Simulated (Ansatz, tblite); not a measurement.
Forces on PAu4⁻ at its B3LYP-D4/def2-SVPD geometry. Total charge -1; singlet.

In the def2 sets Au takes a core potential; there is no spin–orbit coupling. The xTB rows come from tblite. The restricted singlet is unstable towards broken spin symmetry in Hartree–Fock (as tested in another run); at PBE-D4/def2-TZVPD this wasn't settled. No other spin state of charge -1 was run. Another isomer (singlet) lies 0.60 eV lower at PBE0-D4/def2-TZVPD; other spin states weren't run for this one.

GFN1-xTB (tblite), largest force 0.88 eV/Å:

```xyz
5
positions Å, forces eV/Å
P    -0.318   -0.478   -1.563   -0.368   -0.210   -0.769
Au    1.768    0.513    2.211   -0.240   -0.114   -0.436
Au   -2.476    0.009   -0.899    0.465   -0.008    0.150
Au    0.347   -1.367    0.571    0.096    0.366    0.461
Au    0.680    1.323   -0.319    0.047   -0.034    0.594
```

GFN2-xTB (tblite), largest force 1.24 eV/Å:

```
P -0.279 0.049 0.045
Au -0.621 -0.267 -1.039
Au 0.164 -0.059 -0.116
Au 0.424 0.591 0.405
Au 0.313 -0.314 0.706
```

PBE-D4/def2-TZVPD (Ansatz), largest force 0.86 eV/Å:

```
P -0.124 0.282 0.806
Au -0.166 -0.075 -0.290
Au 0.509 -0.104 -0.125
Au -0.041 0.502 -0.378
Au -0.178 -0.604 -0.012
```
